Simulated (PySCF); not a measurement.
# BeBr and its ions

UHF-MP2; basis Be def2-SVPD, Br def2-SVPD; no relativity; PySCF 2.14. Neutral (UHF): doublet (σ ↑), Re = 2.011 Å, ωe = 671 cm⁻¹, De = 3.44 eV.

BeBr⁻ (RHF): singlet (closed shell), Re = 2.255 Å, ωe = 355 cm⁻¹, De = 0.88 eV to Be + Br⁻. The energies at the minima are -2587.00054 hartree for BeBr and -2587.03192 for BeBr⁻.

Problem. Work out the adiabatic electron affinity, without and with harmonic zero-point energies (1 hartree = 27.2114 eV, 1 eV = 8065.5 cm⁻¹), and the change of the bond length.

Solution. At MP2: 0.03138 hartree = 0.854 eV between the minima; the zero-point term (671.0 − 355.0)/2 cm⁻¹ = +0.020 eV makes it 0.873 eV. Re changes by +24.4 pm against the neutral. The electron enters a σ orbital, and the ion is left as a loose complex of an ion and an atom.

Correlated steps freeze 9 core orbitals. Correlated levels converge slowly with the basis: in double zeta they bind strong bonds too weakly, by up to about 1 eV, and carry superposition errors of some tenths. For an ion De counts to the pair picked by the measured ionisation energies or electron affinities, which need not be the lowest pair at this level. States were picked by a PBE0 search and need not be the measured ground states.

Neutral and ion stand on different kinds of reference determinant, which adds to the error of the difference.
